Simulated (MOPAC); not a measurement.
MOPAC input (PM3):

```
PM3 FORCE THERMO(298,298) PRECISE LET GEO-OK AUX(PRECISION=9) THREADS=1
CH2S

C    -0.94657558 1    0.18291129 1   -0.15478791 1
S     0.54499147 1   -0.10531153 1    0.08911891 1
H    -1.35448086 1    0.98092558 1   -0.78357695 1
H    -1.78845070 1   -0.37360193 1    0.26963232 1
```

Output:

```
 *******************************************************************************
 **                                                                           **
 **                              MOPAC v23.2.5                                **
 **                                                                           **
 *******************************************************************************
 ** MOPAC's Digital Object Identifier: https://doi.org/10.5281/zenodo.6511958 **
 **                                                                           **
 ** Please cite the open-source release paper for use of this MOPAC version:  **
 ** J. E. Moussa and J. J. P. Stewart (2026)                                  **
 ** MOPAC: An open-source semiempirical molecular orbital program             **
 ** J. Open Source Softw., 11(119), 8025, https://doi.org/10.21105/joss.08025 **
 *******************************************************************************

                              PM3 CALCULATION RESULTS

 *******************************************************************************
 *  PM3        - The PM3 Hamiltonian to be used
 *  GEO-OK     - OVERRIDE INTERATOMIC DISTANCE AND OTHER SAFETY CHECKS
 *  LET        - OVERRIDE SOME SAFETY CHECKS
 *  PRECISE    - TIGHTER CRITERIA TO BE USED
 *  FORCE      - FORCE CALCULATION SPECIFIED
 *  AUX        - OUTPUT AUXILIARY INFORMATION
 *  THERMO     - THERMODYNAMIC QUANTITIES TO BE CALCULATED
 *******************************************************************************
PM3 FORCE THERMO(298,298) PRECISE LET GEO-OK AUX(PRECISION=9) THREADS=1
 CH2S

   ATOM   CHEMICAL          X               Y               Z
  NUMBER   SYMBOL      (ANGSTROMS)     (ANGSTROMS)     (ANGSTROMS)

     1       C         -0.94657558  *   0.18291129  *  -0.15478791  *
     2       S          0.54499147  *  -0.10531153  *   0.08911891  *
     3       H         -1.35448086  *   0.98092558  *  -0.78357695  *
     4       H         -1.78845070  *  -0.37360193  *   0.26963232  *

          CARTESIAN COORDINATES

    NO.       ATOM           X           Y           Z

     1         C         -0.9466      0.1829     -0.1548
     2         S          0.5450     -0.1053      0.0891
     3         H         -1.3545      0.9809     -0.7836
     4         H         -1.7885     -0.3736      0.2696

  H: (PM3): J. J. P. STEWART, J. COMP. CHEM. 10, 209 (1989).
  C: (PM3): J. J. P. STEWART, J. COMP. CHEM. 10, 209 (1989).
  S: (PM3): J. J. P. STEWART, J. COMP. CHEM. 10, 209 (1989).

           Empirical Formula: C H2 S  =     4 atoms

      MOLECULAR POINT GROUP   :   C2v

      RHF CALCULATION, NO. OF DOUBLY OCCUPIED LEVELS = 6

          HEAT OF FORMATION =      37.570685 KCALS/MOLE

          CARTESIAN COORDINATE DERIVATIVES

   NUMBER  ATOM         X            Y            Z

     1       C      0.006245     0.000906    -0.000001
     2       S     -0.003800     0.000115     0.000000
     3       H     -0.000751     0.001424     0.000000
     4       H     -0.001694    -0.002444     0.000000

 DIPOLE           X         Y         Z       TOTAL
 POINT-CHG.    -0.400    -0.000    -0.000     0.400
 HYBRID        -1.674     0.000     0.000     1.674
 SUM           -2.074    -0.000    -0.000     2.074

          GRADIENT NORM =   0.00811

          MOLECULAR WEIGHT =   46.09

          ROTATIONAL CONSTANTS IN CM(-1)

          A =   10.67928848   B =    0.63179463   C =    0.59650495

           PRINCIPAL MOMENTS OF INERTIA IN UNITS OF 10**(-40)*GRAM-CM**2

          A =        2.6212   B =       44.3067   C =       46.9279

          ORIENTATION OF MOLECULE IN FORCE CALCULATION

    NO.       ATOM         X         Y         Z

     1          C      -1.0421    0.0000    0.0000
     2          S       0.4965    0.0000    0.0000
     3          H      -1.6867    0.8849    0.0000
     4          H      -1.6867   -0.8849   -0.0000

    FIRST DERIVATIVES WILL BE USED IN THE CALCULATION OF SECOND DERIVATIVES

    FOR POINT-GROUP C2v  THERE ARE   4 UNIQUE SYMMETRY FUNCTIONS.


(To convert to Hartree/Bohr^2, multiply by (10^(-21) x N x a0^2)/(4.184 x 627.51) =  0.0642)

           FORCE MATRIX IN MILLIDYNES/ANGSTROM

                  C  1       S  2       H  3       H  4
 ------------------------------------------------------
     C    1  11.419229
     S    2   4.923155   5.778938
     H    3   4.807284   0.574770   5.329995
     H    4   4.807061   0.574767   0.600062   5.329995

          HEAT OF FORMATION =      37.570685 KCALS/MOLE

          ZERO POINT ENERGY      15.047 KCAL/MOL

           NORMAL COORDINATE ANALYSIS (Total motion = 1 Angstrom)

   Root No.       1         2         3         4         5         6

                 1 B2      1 A1      1 B1      2 A1      2 B2      3 A1

                 897.6    1001.0    1061.7    1392.1    3050.6    3122.4

           1   -0.0000    0.3031    0.0000   -0.0591    0.0000    0.0431
           2    0.0884    0.0000    0.0000    0.0000   -0.0614    0.0000
           3    0.0000    0.0000   -0.1052    0.0000   -0.0000   -0.0000
           4    0.0000   -0.1313   -0.0000   -0.0015    0.0000    0.0002
           5   -0.0198   -0.0000   -0.0000   -0.0000   -0.0004   -0.0000
           6   -0.0000   -0.0000    0.0116   -0.0000   -0.0000    0.0000
           7   -0.3922    0.2826   -0.0000    0.3765   -0.2842   -0.2595
           8   -0.2123   -0.0100   -0.0000    0.2809    0.3732    0.4019
           9   -0.0000    0.0000    0.4416    0.0000    0.0000    0.0000
          10    0.3922    0.2826   -0.0000    0.3765    0.2842   -0.2595
          11   -0.2123    0.0100   -0.0000   -0.2809    0.3732   -0.4019
          12   -0.0000    0.0000    0.4416   -0.0000    0.0000   -0.0000

           MASS-WEIGHTED COORDINATE ANALYSIS (NORMAL COORDINATES)

   Root No.       1         2         3         4         5         6

                 1 B2      1 A1      1 B1      2 A1      2 B2      3 A1

                 897.6    1001.0    1061.7    1392.1    3050.6    3122.4

           1   -0.0000    0.7792    0.0000   -0.2936    0.0000    0.2146
           2    0.4302    0.0000    0.0000    0.0000   -0.3046    0.0000
           3    0.0000    0.0000   -0.5005    0.0000   -0.0000   -0.0000
           4    0.0000   -0.5515   -0.0000   -0.0124    0.0000    0.0015
           5   -0.1572   -0.0000   -0.0000   -0.0000   -0.0036   -0.0000
           6   -0.0000   -0.0000    0.0904   -0.0000   -0.0000    0.0000
           7   -0.5528    0.2105   -0.0000    0.5417   -0.4080   -0.3747
           8   -0.2992   -0.0075   -0.0000    0.4042    0.5359    0.5802
           9   -0.0000    0.0000    0.6088    0.0000    0.0000    0.0000
          10    0.5528    0.2105   -0.0000    0.5417    0.4080   -0.3747
          11   -0.2992    0.0075   -0.0000   -0.4042    0.5359   -0.5802
          12   -0.0000    0.0000    0.6088   -0.0000    0.0000   -0.0000

          DESCRIPTION OF VIBRATIONS

 VIBRATION          1    1B2         ATOM PAIR     ENERGY CONTRIBUTION    RADIAL
 FREQUENCY           897.64         C 1 -- H 3         +43.7% ( 91.7%)      8.3%
 TRANSITION DIPOLE   0.1412         C 1 -- H 4         +43.7% ( 91.7%)      8.3%
 TRAVEL (Ang.)       0.3174         C 1 -- S 2         +12.5% ( 49.0%)      0.0%
 REDUCED MASS        0.7456
 EFFECTIVE MASS      3.6616
 FORCE CONSTANT      0.3540

 VIBRATION          2    1A1         ATOM PAIR     ENERGY CONTRIBUTION    RADIAL
 FREQUENCY          1001.03         C 1 -- S 2         +49.7% (109.3%)    100.0%
 TRANSITION DIPOLE   1.6197         C 1 -- H 4         +25.2% ( 77.8%)     33.4%
 TRAVEL (Ang.)       0.0954         C 1 -- H 3         +25.2% ( 77.8%)     33.4%
 REDUCED MASS        7.3977
 EFFECTIVE MASS     17.4951
 FORCE CONSTANT      4.3675

 VIBRATION          3    1B1         ATOM PAIR     ENERGY CONTRIBUTION    RADIAL
 FREQUENCY          1061.69         C 1 -- H 3         +46.0% ( 62.2%)      0.0%
 TRANSITION DIPOLE   0.4419         C 1 -- H 4         +46.0% ( 62.2%)      0.0%
 TRAVEL (Ang.)       0.2480         C 1 -- S 2          +8.0% ( 25.9%)      0.0%
 REDUCED MASS        1.0328
 EFFECTIVE MASS      2.7510
 FORCE CONSTANT      0.6859

 VIBRATION          4    2A1         ATOM PAIR     ENERGY CONTRIBUTION    RADIAL
 FREQUENCY          1392.11         C 1 -- H 3         +46.7% ( 61.7%)      3.2%
 TRANSITION DIPOLE   0.2773         C 1 -- H 4         +46.7% ( 61.7%)      3.2%
 TRAVEL (Ang.)       0.3082         C 1 -- S 2          +6.5% ( 23.0%)    100.0%
 REDUCED MASS        0.5100
 EFFECTIVE MASS      1.7482
 FORCE CONSTANT      0.5823

 VIBRATION          5    2B2         ATOM PAIR     ENERGY CONTRIBUTION    RADIAL
 FREQUENCY          3050.64         C 1 -- H 3         +49.5% ( 72.5%)     96.9%
 TRANSITION DIPOLE   0.1527         C 1 -- H 4         +49.5% ( 72.5%)     96.9%
 TRAVEL (Ang.)       0.2065         C 1 -- S 2          +1.0% ( 10.0%)      0.0%
 REDUCED MASS        0.5181
 EFFECTIVE MASS      1.5276
 FORCE CONSTANT      2.8410

 VIBRATION          6    3A1         ATOM PAIR     ENERGY CONTRIBUTION    RADIAL
 FREQUENCY          3122.39         C 1 -- H 3         +49.7% ( 69.3%)     97.3%
 TRANSITION DIPOLE   0.1228         C 1 -- H 4         +49.7% ( 69.3%)     97.3%
 TRAVEL (Ang.)       0.2112         C 1 -- S 2          +0.6% (  7.6%)    100.0%
 REDUCED MASS        0.4841
 EFFECTIVE MASS      1.2703
 FORCE CONSTANT      2.7806

      SYMMETRY NUMBER FOR POINT-GROUP C2v =  2

          SYSTEM IS A GROUND STATE

 CH2S

          MOLECULE IS NOT LINEAR

          THERE ARE  6 GENUINE VIBRATIONS IN THIS SYSTEM
          THIS THERMODYNAMICS CALCULATION IS LIMITED TO
          MOLECULES WHICH HAVE NO INTERNAL ROTATIONS

                    CALCULATED THERMODYNAMIC PROPERTIES
                                          *
   TEMP. (K)   PARTITION FUNCTION   H.O.F.    ENTHALPY  HEAT CAPACITY ENTROPY
                                   KCAL/MOL   CAL/MOLE    CAL/K/MOL  CAL/K/MOL

 298.00  VIB.     0.1029D+01                    80.0293     1.3008     0.3249
         ROT.     0.1317D+04                   888.2803     2.9808    17.2548
         INT.     0.1355D+04                   968.3096     4.2817    17.5797
         TRA.     0.3025D+27                  1480.4672     4.9680    37.4067
         TOT.                       37.571    2448.7767     9.2497    54.9864

   *: NOTE: HEATS OF FORMATION ARE RELATIVE TO THE
            ELEMENTS IN THEIR STANDARD STATE AT 298K
              (=  Standard Enthalpy of Formation).

            Hvib:  Zero-point energy is not included.
                   frequencies of less than zero cm-1 are not included.
            Hrot = (3/2)RT
            Htra = (3/2)RT + pV = (5/2)RT

            Heat capacity is Cp, not Cv

          For more information, see: HTTP://OpenMOPAC.net/Manual/thermochemistry.html

           FORCE CONSTANT IN CARTESIAN COORDINATES (Millidynes/A)

    ATOM   CHEMICAL       X               Y               Z
   NUMBER   SYMBOL  FORCE CONSTANT  FORCE CONSTANT  FORCE CONSTANT

      1       C        8.665016        7.164637        1.997038
      2       S        5.763948        0.378743        0.172396
      3       H        2.243041        3.766418        0.248996
      4       H        2.243039        3.766419        0.248996

 **********************
 *                    *
 * JOB ENDED NORMALLY *
 *                    *
 **********************

 == MOPAC DONE ==
```
